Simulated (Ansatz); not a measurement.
`B[SiH2][SiH2]O` → `B[SiH2]O` + `[SiH2]` at 700 K and 1 bar (silylene formation by 1,1-elimination).

Computed with Ansatz on PBE0-D4/def2-TZVP structures; ΔE is electronic, products minus reactants. CBS: MP2 limit from def2 TZ/QZ plus the TZ coupled-cluster correction, frozen cores. This one scheme is used for every species. One conformer a species, not always the lowest.

```tsv
species	CCSD(T)/CBS energy (Eh)	H − E (kJ/mol)	S (J/(mol·K))
`B[SiH2][SiH2]O`	-682.33401	266.6	496.7
`B[SiH2]O`	-392.05150	194.3	392.7
`[SiH2]`	-290.19011	56.3	240.4
```

H − E and S are ideal-gas, rigid-rotor, harmonic terms from PBE0-D4/def2-TZVP, for one conformer and one mirror image of each species. 1 Eh = 2625.50 kJ/mol, R = 8.31446 J/(mol·K).

**Question.** By hand: ΔE, ΔH, ΔS and ΔG.

**Answer.** ΔE = (-392.05150) + (-290.19011) − (-682.33401) = 0.09240 Eh = 242.6 kJ/mol. Δ(H − E) = 194.3 + 56.3 − 266.6 = -16.0, so ΔH = 226.6 kJ/mol. ΔS = 392.7 + 240.4 − 496.7 = 136.4 J/(mol·K). ΔG = 226.6 − 700 × (136.4)/1000 = 131.1 kJ/mol.

**Question.** By hand: the equilibrium constant, and the temperature at which ΔG would vanish if ΔH and ΔS stayed fixed.

**Answer.** log₁₀ K = −ΔG/(RT ln 10) = -9.8. ΔG = 0 at ΔH/ΔS = 1661 K.

The number of gas molecules changes by +1, which sets the sign of ΔS. A doubt of 5 kJ/mol in ΔE shifts log₁₀ K by 0.4 here. Other conformers and mirror images would add mixing entropy, several J/(mol·K) or more a flexible species. Modes under 60 cm⁻¹, often nearly free rotors, make the harmonic entropy too high. These are equilibria of isolated gas molecules and say nothing of rates. Largest T1 diagnostic: 0.014 (customary marks: 0.02 for closed shells, 0.045 for open ones).
